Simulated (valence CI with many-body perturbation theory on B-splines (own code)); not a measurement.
# Pb LXI: E2, M1 decay

Calculated by configuration interaction combined with many-body perturbation theory (CI+MBPT): four valence electrons over a frozen Dirac-Fock core [Ar], a basis of 9 s, 9 p, 10 d, 8 f, 5 g, 3 h, 1 i functions for each j, with the one-electron correlation potential Σ1 (screened to all orders), the two-electron term Σ2, the three-electron term Σ3, Breit, model QED; selected single and double excitations, second order for the rest (own B-spline code, finite nucleus).

No measured spectrum was set against this ion. As an estimate, large intervals hold to a few tenths of a per cent, small ones and those within an open d or f shell to about a per cent. The list stops below the first excitations out of the core. Only levels of the ground parity were solved; by the run's estimate the other parity begins above the list, which can be wrong where configurations are misplaced.

Lines 1 to 28 of 28 in falling wavelength, among levels below 2233300 cm⁻¹, chosen from the decays that carry over 1 % of a level's rate. Wavelengths and rates use the calculated energies. Electric multipoles are in the length gauge, E1 and E2 with the static RPA response of the core. Weak lines are less certain than strong ones. Lines between different terms over intervals too small for the method are left out, as are lines whose strength nearly cancels. The highest levels of a list are the least certain. Branching is blank where the lifetime is uncertain.

Levels are named by their leading jj configuration (3d3/2^4 stands for four electrons in 3d with j = 3/2), which in mixed levels can hold well under half, so a name can repeat and another be missing. Letters in brackets count levels of one name in rising energy.

```tsv
λ vac (nm)	Upper	Lower	Type	A (s⁻¹)	Branch %
426.5	(3d3/2^2 3d5/2^2) J=6	(3d3/2^2 3d5/2^2) J=5	M1	8.57e+01	
349.4	(3d3/2^3 3d5/2) J=3	(3d3/2^3 3d5/2) J=2	M1	2.31e+02	
147.4	(3d3/2^3 3d5/2) J=3	(3d3/2^3 3d5/2) J=4	M1	2.25e+03	
69.41	(3d3/2^3 3d5/2) J=2	(3d3/2^3 3d5/2) J=1	M1	3.46e+04	88.1
12.83	(3d3/2^2 3d5/2^2) J=2 [a]	(3d3/2^3 3d5/2) J=3	M1	4.13e+05	1.6
12.43	(3d3/2^2 3d5/2^2) J=4 [a]	(3d3/2^3 3d5/2) J=3	M1	1.65e+06	10.4
12.37	(3d3/2^2 3d5/2^2) J=2 [a]	(3d3/2^3 3d5/2) J=2	M1	4.40e+06	16.9
12.11	(3d3/2^2 3d5/2^2) J=3 [a]	(3d3/2^3 3d5/2) J=3	M1	9.04e+06	58.3
11.71	(3d3/2^2 3d5/2^2) J=3 [a]	(3d3/2^3 3d5/2) J=2	M1	6.37e+06	41.1
11.46	(3d3/2^2 3d5/2^2) J=4 [a]	(3d3/2^3 3d5/2) J=4	M1	1.42e+07	89.6
11.43	(3d3/2^3 3d5/2) J=1	(3d3/2^4) J=0	M1	1.57e+07	100.0
10.87	(3d3/2^2 3d5/2^2) J=5	(3d3/2^3 3d5/2) J=4	M1	7.48e+06	100.0
10.75	(3d3/2^2 3d5/2^2) J=3 [b]	(3d3/2^3 3d5/2) J=3	M1	2.21e+06	22.2
10.68	(3d3/2^2 3d5/2^2) J=4 [b]	(3d3/2^3 3d5/2) J=3	M1	2.78e+06	98.2
10.64	(3d3/2^2 3d5/2^2) J=1	(3d3/2^3 3d5/2) J=2	M1	1.43e+07	99.5
10.60	(3d3/2^2 3d5/2^2) J=6	(3d3/2^3 3d5/2) J=4	E2	8.91e+02	
10.50	(3d3/2^2 3d5/2^2) J=2 [a]	(3d3/2^3 3d5/2) J=1	M1	2.13e+07	81.5
10.48	(3d3/2^2 3d5/2^2) J=0	(3d3/2^3 3d5/2) J=1	M1	3.50e+07	100.0
10.45	(3d3/2^2 3d5/2^2) J=2 [b]	(3d3/2^3 3d5/2) J=3	M1	9.64e+04	2.1
10.43	(3d3/2^2 3d5/2^2) J=3 [b]	(3d3/2^3 3d5/2) J=2	M1	2.47e+05	2.5
10.15	(3d3/2^2 3d5/2^2) J=2 [b]	(3d3/2^3 3d5/2) J=2	M1	3.81e+06	84.0
10.02	(3d3/2^2 3d5/2^2) J=3 [b]	(3d3/2^3 3d5/2) J=4	M1	7.48e+06	75.2
9.962	(3d3/2^2 3d5/2^2) J=4 [b]	(3d3/2^3 3d5/2) J=4	M1	3.67e+04	1.3
9.811	(3d3/2^3 3d5/2) J=2	(3d3/2^4) J=0	E2	4.65e+03	11.8
9.302	(3d3/2^2 3d5/2^2) J=2 [c]	(3d3/2^3 3d5/2) J=3	M1	1.26e+07	75.4
9.061	(3d3/2^2 3d5/2^2) J=2 [c]	(3d3/2^3 3d5/2) J=2	M1	4.01e+06	24.1
8.899	(3d3/2^2 3d5/2^2) J=4 [c]	(3d3/2^3 3d5/2) J=3	M1	4.48e+06	97.8
8.855	(3d3/2^2 3d5/2^2) J=2 [b]	(3d3/2^3 3d5/2) J=1	M1	5.94e+05	13.1
```
